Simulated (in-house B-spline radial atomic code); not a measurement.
## Ionising Zr with different functionals

Computed with a B-spline radial code for spherical atoms: four-component Dirac-Coulomb Hamiltonian, Fermi nucleus of rms radius 4.2694 fm, spin-restricted, spherical fractional occupations for the functionals, and exact exchange of hybrids averaged over the configuration. The ionisation energy is the difference of two self-consistent energies, [Kr] 4d2 5s2 → [Kr] 4d2 5s1, without Breit or QED terms; ε is the level of the shell that loses the electron (mean over j).

```json
{"method": "PBE0", "rung": "global hybrid", "ΔSCF (eV)": "?", "-ε(5s) (eV)": "?"}
{"method": "B97-1", "rung": "global hybrid", "ΔSCF (eV)": "6.85", "-ε(5s) (eV)": "4.79"}
{"method": "CAM-B3LYP", "rung": "range-separated hybrid", "ΔSCF (eV)": "?", "-ε(5s) (eV)": "?"}
{"method": "HSE06", "rung": "range-separated hybrid", "ΔSCF (eV)": "6.97", "-ε(5s) (eV)": "4.66"}
```

(1) What does CAM-B3LYP give?

(2) What does PBE0 give?

(3) Among the functionals, which spreads more, the ΔSCF values or the orbital energies?

(4) How do they compare with the NIST value?

Answers

(1) ΔSCF 6.80 eV, and -ε(5s) = 5.85 eV.

(2) ΔSCF 6.90 eV, and -ε(5s) = 4.98 eV.

(3) The orbital energies: ΔSCF values span about 0.16 eV and the orbital energies 1.19 eV; here energy differences depend much less on the functional than eigenvalues do.

(4) NIST lists 6.634 eV (measured, ground level to ground level). Errors run from +0.17 to +0.33 eV; CAM-B3LYP is closest (+0.17 eV), but part of that can be cancellation, since the calculations leave out Breit-QED terms, spin polarisation, the choice among j levels, multiplet and fine-structure energies.
